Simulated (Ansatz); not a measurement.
Consider the formal exchange of groups at the Si–C bond: `NC[SiH2][SiH3]` + `SC[NH][GeH3]` → `[SiH3][SiH2][NH][GeH3]` + `NCCS`.

Gas-phase electronic energies from Ansatz, PBE0-D4/def2-TZVP geometries. CCSD(T)/CBS is the MP2 limit (def2-TZVPP, def2-QZVPP) plus CCSD(T) − MP2 in def2-TZVPP, frozen cores. Functionals use def2-TZVPP. B3LYP here is the variant with VWN-RPA as its local correlation; programs differ in this. For Ge outer-core shells are correlated without core-valence functions, which leaves a few kJ/mol of doubt a bond. Scalar relativity is left out up to krypton. One conformer a species, not always the lowest.

`NC[SiH2][SiH3]`:

Cartesian coordinates in Å:
```
N -2.365 -0.189 -0.583
C -1.138 0.474 -0.158
Si 0.332 -0.703 -0.302
Si 2.280 0.280 0.549
H -3.158 0.438 -0.530
H -2.571 -0.982 0.011
H -1.166 0.896 0.860
H -0.940 1.314 -0.832
H 0.544 -1.099 -1.720
H 0.036 -1.940 0.479
H 2.607 1.526 -0.198
H 3.435 -0.651 0.437
H 2.103 0.636 1.985
```

`SC[NH][GeH3]`:

```xyz
11

S    -2.152    0.713   -0.588
C    -1.015    0.278    0.795
N     0.373    0.569    0.631
Ge    1.420   -0.514   -0.433
H    -1.711   -0.211   -1.456
H    -1.146   -0.782    1.018
H    -1.430    0.839    1.636
H     0.536    1.556    0.489
H     1.008   -0.508   -1.923
H     1.259   -1.937    0.123
H     2.859   -0.002   -0.293
```

`[SiH3][SiH2][NH][GeH3]`:

Z-matrix (Å, degrees):
```
Si
Si 1 2.343
H 1 1.488 2 111.1
H 1 1.489 2 111.0 3 -121.1
H 1 1.491 2 109.7 3 119.4
N 2 1.723 1 110.1 3 -65.7
H 2 1.489 1 110.6 3 52.5
H 2 1.496 1 108.2 3 168.9
Ge 6 1.841 2 126.9 1 150.4
H 6 1.009 2 116.9 1 -46.4
H 9 1.538 6 108.1 2 -152.1
H 9 1.534 6 106.6 2 -32.2
H 9 1.543 6 111.8 2 87.8
```

`NCCS`:

Cartesian coordinates in Å:
```
N -0.913 0.823 -0.926
C -0.288 -0.428 -0.552
C 0.010 -0.449 0.934
S 1.185 0.829 1.463
H -0.292 1.591 -0.697
H -1.089 0.858 -1.921
H -0.986 -1.245 -0.767
H 0.643 -0.652 -1.100
H -0.902 -0.231 1.495
H 0.377 -1.427 1.249
H 2.256 0.331 0.822
```

**Question.** Is it downhill or uphill in electronic energy at CCSD(T)/CBS, and by how much? (Estimate.)

**Answer.** The calculation gave: Downhill: ΔE = -105.4 kJ/mol.

**Question.** What do these levels give: PBE0-D4, ωB97X-V, B2PLYP, B3LYP, HF/def2-TZVPP, CCSD/def2-TZVPP, HF/def2-QZVPP, MP2/def2-QZVPP, SCS-MP2/def2-QZVPP, HF/CBS(def2), MP2/CBS(def2), CCSD/CBS(def2)? (Estimate.)

**Answer.** Ansatz gave: PBE0-D4 -96.9, ωB97X-V -101.9, B2PLYP -103.6, B3LYP -98.5, HF/def2-TZVPP -116.0, CCSD/def2-TZVPP -107.6, HF/def2-QZVPP -116.5, MP2/def2-QZVPP -109.9, SCS-MP2/def2-QZVPP -110.0, HF/CBS(def2) -116.6, MP2/CBS(def2) -109.8, CCSD/CBS(def2) -107.7 kJ/mol.

Largest T1 diagnostic among the species: 0.012.

From PBE to PBE0 (25 % exact exchange), in def2-TZVPP and without D4, ΔE moves by −8.4 kJ/mol. In def2-TZVPP, CCSD(T) changes the Hartree–Fock value by +10.7 kJ/mol (the triples alone add +2.3 kJ/mol) and MP2 by +6.3 kJ/mol.
